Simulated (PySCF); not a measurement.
arsenic trifluoride (AsF3), SMILES F[As](F)F. Heavy atoms are numbered as in [F:1][As:2]([F:3])[F:4].

Geometry optimised at ωB97X-D3(BJ)/def2-SVP.

The numbers are results of PySCF with PBE0/pcSseg-2, not measurements.

GIAO shieldings, no solvent; atoms alike by connectivity are averaged. δ = σ(ref) − σ: ¹⁹F against CFCl3 (σ = 165.8 ppm); ⁷⁵As against AsH3 (σ = 1914.7 ppm), references at their B3LYP-D3(BJ)/def2-TZVP geometries, non-relativistic.

| nucleus | atoms | count | δ (ppm) |
|---|---|---|---|
| ¹⁹F | F1 | 3 | -40.9 |
| ⁷⁵As | As2 | 1 | 882.3 |
